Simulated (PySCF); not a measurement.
Mapped SMILES: `[CH3:1]/[N:2]=[CH:3]\[C:4]([C:5]#[N:6])=[C:7]([CH3:8])[CH3:9]`; H(Xn) means a hydrogen on atom n.

GIAO PBE0/pcSseg-1 shifts (PySCF 2.14, gas phase, non-relativistic, equivalent atoms averaged), each against references optimised in the same way as the molecule (TMS, NH3).

On the GFN2-xTB geometry: C7 173.6, C3 155.1, C5 121.9, C4 109.7, C1 45.1, C9 29.1, C8 22.0, N2 396.7, N6 327.6, H(C3) 7.91, H(C1) 4.00, H(C9) 2.42, H(C8) 2.12 ppm.

What changes on the PBE0-D3(BJ)/def2-SVP geometry?

Answers


```json
{"atoms": "C7", "δ (ppm)": "173.0", "change": "-0.6"}
{"atoms": "C3", "δ (ppm)": "156.0", "change": "+0.9"}
{"atoms": "C5", "δ (ppm)": "121.3", "change": "-0.6"}
{"atoms": "C4", "δ (ppm)": "110.9", "change": "+1.2"}
{"atoms": "C1", "δ (ppm)": "44.3", "change": "-0.8"}
{"atoms": "C9", "δ (ppm)": "28.0", "change": "-1.1"}
{"atoms": "C8", "δ (ppm)": "21.6", "change": "-0.4"}
{"atoms": "N2", "δ (ppm)": "398.4", "change": "+1.7"}
{"atoms": "N6", "δ (ppm)": "330.7", "change": "+3.1"}
{"atoms": "H(C3)", "δ (ppm)": "7.76", "change": "-0.15"}
{"atoms": "H(C1)", "δ (ppm)": "3.73", "change": "-0.27"}
{"atoms": "H(C9)", "δ (ppm)": "2.31", "change": "-0.11"}
{"atoms": "H(C8)", "δ (ppm)": "1.98", "change": "-0.14"}
```

Bonds between heavy atoms that differ most (equivalent bonds averaged): C4–C5 1.412 → 1.431 Å, C5–N6 1.149 → 1.161 Å, C4–C7 1.351 → 1.361 Å, N2–C3 1.256 → 1.267 Å, C3–C4 1.481 → 1.490 Å. Mean change of bonds to hydrogen: C–H +0.011 Å.
